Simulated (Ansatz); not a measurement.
CF2 (SMILES F[C]F, charge +1) moved off its minimum; all values from Ansatz (a first-principles code), cores frozen in correlated methods. Open shells are unrestricted.
(charge 1, multiplicity 2)
```xyz
3

F     -1.0590    -0.1281     0.0045
C      0.0007     0.3911    -0.0665
F      1.0438    -0.1989     0.0048
```

Forces at r2SCAN/def2-TZVPP (eV/Å):

```json
[
 {"atom": "F1", "Fx": "-2.850", "Fy": "-1.201", "Fz": "0.166"},
 {"atom": "C2", "Fx": "1.213", "Fy": "1.928", "Fz": "-0.252"},
 {"atom": "F3", "Fx": "1.637", "Fy": "-0.727", "Fz": "0.086"}
]
```

Problem. Give the forces (eV/Å), the total energy and the dipole at CCSD(T)/cc-pVTZ.

Solution. 
| atom | Fx | Fy | Fz |
|---|---|---|---|
| F1 | -2.905 | -1.162 | 0.161 |
| C2 | 1.243 | 1.836 | -0.241 |
| F3 | 1.663 | -0.674 | 0.080 |
Energy -237.0049 hartree.
